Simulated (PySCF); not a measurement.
# Ti: ionisation energy

Ti [Ar] 3d2 4s2 (3F) → Ti⁺ [Ar] 3d2 4s1 (4F), as a difference of total energies. Computed with PySCF 2.14 in x2c-TZVPPall, with the spin-free X2C one-electron Hamiltonian (Gaussian nucleus). Correlated levels: valence: [Ar] frozen. The calculations carry no spin-orbit coupling.

| method | ionisation energy (eV) |
| --- | --- |
| UHF | 5.560 |
| MP2 (valence) | 6.351 |
| SCS-MP2 (valence) | 6.518 |
| CCSD (valence) | 6.611 |
| CCSD(T) (valence) | 6.658 |

Errors of the correlated levels include the incompleteness of this basis and the frozen core.

Problem. Which method comes closest to the reference value, and which is furthest?

Solution. The reference is 6.828 eV (measured; NIST levels, between the centres of gravity of the two terms). Closest: CCSD(T) (valence) (error -0.170 eV); furthest: UHF (error -1.268 eV).
